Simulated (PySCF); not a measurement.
Sc(OH)3 (H₃O₃Sc), SMILES [Sc]([OH])([OH])[OH]. Heavy atoms are numbered as in [Sc:1]([OH:2])([OH:4])[OH:6]. Hydrogens are named by the atom that carries them.

Geometry optimised at B3LYP-D3(BJ)/def2-SVP. One conformer was computed; it need not be the lowest.

These are PBE/pcSseg-1 (PySCF) values and carry that method's errors.

GIAO shieldings, no solvent; atoms alike by connectivity are averaged. δ = σ(ref) − σ: ¹⁷O against H2O (σ = 334.3 ppm); ¹H against TMS (σ = 31.49 ppm), references at their B3LYP-D3(BJ)/def2-TZVP geometries, non-relativistic.

```
nucleus    atoms  count  δ (ppm)
-------  -------  -----  -------
¹⁷O      O2 (OH)      3    237.2
¹H       H on O2      3     3.99
```
